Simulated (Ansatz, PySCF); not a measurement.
Dimer: H2S (SMILES S) (first 3 atoms) with HI (SMILES I); geometry from B3LYP-D3(BJ)/def2-TZVP, rigid monomers moved along the line of their centres of mass till S1···H5 is 3.47 Å.
(charge 0, multiplicity 1):
```xyz
5

S     -0.095     0.072     0.102
H      0.056     1.402     0.220
H     -1.390     0.126     0.451
I      1.004    -0.278     5.070
H      0.727    -0.254     3.461
```

Counterpoise-corrected where a basis set is named; no monomer relaxation.

Cores are frozen in the correlated methods. Filled d and f shells under p-block atoms count as core. CBS(a, b) extrapolates the correlation energy as X⁻³ and adds the Hartree–Fock energy of set b.

Run with Ansatz (Gaussian basis) for Hartree–Fock, density functionals and correlated methods; PySCF for the dispersion terms.  In def2 rows elements past Kr take small-core potentials, without spin–orbit coupling.

PBE/def2-TZVPPD gives -1.22 kcal/mol for the interaction energy.

How do the other levels lie against it? Give each less PBE: PBE-D3(BJ)/def2-TZVPPD, r2SCAN/def2-TZVPPD, PBE0/def2-TZVPPD, wB97M-V/def2-TZVPPD, MP2/CBS(def2-TZVPPD, def2-QZVPPD), CCSD(T)/CBS(def2-TZVPPD, def2-QZVPPD).

PBE-D3(BJ)/def2-TZVPPD -0.40; r2SCAN/def2-TZVPPD 0.11; PBE0/def2-TZVPPD 0.12; wB97M-V/def2-TZVPPD 0.00; MP2/CBS(def2-TZVPPD, def2-QZVPPD) -0.19; CCSD(T)/CBS(def2-TZVPPD, def2-QZVPPD) -0.05 kcal/mol. 2 of 6 lie above PBE; the widest gap is to PBE-D3(BJ)/def2-TZVPPD.

Ansatz is a first-principles code.
